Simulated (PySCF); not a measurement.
## Dipole response of Bi- (bismuth, charge -1)

[Xe] 4f14 5d10 6s2 6p4, high-spin 3P determinant. Calculation: PySCF 2.14, in aug-cc-pwCVTZ-PP with ECP60MDF; scalar relativity through the core potential. Coupled (time-dependent) response in atomic units; α is the mean over directions.

| method | mean α (bohr³) | α xx, yy, zz | C₆ (like pair) | S(−4) |
| --- | --- | --- | --- | --- |
| UHF | 131.1 | 106.4, 180.6, 106.4 | 2285 | 7508 |

S(−4) is the Cauchy moment in α(ω) = α(0) + S(−4) ω² + …

Spin-orbit coupling is absent.

α(iu) at UHF:

```
u (hartree)  α(iu) (bohr³)
          0          131.1
     0.0500          116.5
      0.100          92.95
      0.200          57.70
      0.300          37.98
      0.500          20.09
      0.750          11.60
       1.00          7.834
       1.50          4.535
       2.00          3.070
       3.00          1.724
       5.00         0.7715
```

A single London oscillator, α(iu) = α/(1 + u²/ω²), gives C₆ = (3/4) ω α². Matching the computed C₆ needs ω = 4 × 2285 / (3 × 131.1²) = 0.177 hartree.

For an ion, C₆ is the dispersion term alone; charge-induced terms of lower order in 1/R come first.

The components differ because the open shell of this determinant is not spherical; for a pure term their mean is the scalar polarisability.

Energies and moments cover only the electrons outside the core potential. Spin-orbit coupling is strong in this species (close to jj coupling), so the high-spin LS determinant is a model state, not a physical level.
